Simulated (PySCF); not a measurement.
Compound: C₅H₁₀SSi.
Atom-mapped SMILES: `[CH3:1][C@@H:2]1[CH:3]=[C:4]([S:5][SiH3:6])[CH2:7]1` (hydrogens: H8, H9, H10 on C1; H11 on C2; H12 on C3; H13, H14, H15 on Si6; H16, H17 on C7)

The calculation used PBE0-D3(BJ)/def2-SVP geometry optimisation, gas phase (PySCF 2.14.0).

Question: What internal coordinates does the optimisation give?

Answer: 
| bond | length (Å) | order |
| --- | --- | --- |
| C1–C2 | 1.517 | single |
| C2–C3 | 1.516 | single |
| C3=C4 | 1.347 | double |
| C4–S5 | 1.751 | single |
| S5–Si6 | 2.150 | single |
| C4–C7 | 1.508 | single |
| C2–C7 | 1.562 | single |
| C1–H8, C1–H9, C1–H10 | 1.102 | single |
| C2–H11 | 1.105 | single |
| C3–H12 | 1.093 | single |
| Si6–H13, Si6–H14, Si6–H15 | 1.492 | single |
| C7–H16 | 1.102 | single |
| C7–H17 | 1.102 | single |

Bonds in one row agree within 0.01 Å and their mean is given. Orders are formal, as drawn. A selection of angles:
| angle | degrees |
| --- | --- |
| C2–C1–H8 | 111.2 |
| H8–C1–H9 | 107.6 |
| C1–C2–C3 | 117.4 |
| C1–C2–C7 | 116.6 |
| C1–C2–H11 | 110.1 |
| C3–C2–C7 | 86.2 |
| C3–C2–H11 | 113.0 |
| C7–C2–H11 | 111.7 |
| C2–C3–C4 | 93.4 |
| C2–C3–H12 | 132.5 |
| C4–C3–H12 | 134.1 |
| C3–C4–S5 | 137.6 |
| C3–C4–C7 | 94.8 |
| S5–C4–C7 | 127.6 |
| C4–S5–Si6 | 99.6 |
| S5–Si6–H13 | 105.2 |
| S5–Si6–H14 | 111.0 |
| H13–Si6–H14 | 110.4 |
| H13–Si6–H15 | 110.7 |
| C4–C7–H16 | 115.4 |
| C4–C7–H17 | 115.1 |
| C2–C7–C4 | 85.6 |
| C2–C7–H16 | 115.6 |
| C2–C7–H17 | 114.6 |
| H16–C7–H17 | 109.1 |

Dihedral angles: C1–C2–C3–C4 -118° (anticlinal); C2–C3–C4–S5 -179° (antiperiplanar); C3–C4–S5–Si6 -3° (synperiplanar); C3–C4–C7–C2 0° (synperiplanar); C1–C2–C7–C4 119° (anticlinal).

The 5 C–C bonds span 1.347 Å (C3=C4, drawn double) to 1.562 Å (C2–C7, drawn single), a spread of 0.215 Å. Of the pairs four or more bonds apart, Si6···H12 is among the closest relative to their van der Waals radii: 3.14 Å, 95 % of the sum of Bondi's values. Si6 (SiH3 silicon) is distorted tetrahedral (angles from 105.2° to 111.0°). The 4-membered ring C2–C3–C4–C7 has internal angles of 85.6° to 94.8°; it is planar, 0.00 Å rms from its mean plane, widest ring torsion 0°.

Point group: C1 (no symmetry element, even within 0.4 Å). No frequency check. One conformer, not necessarily the lowest.
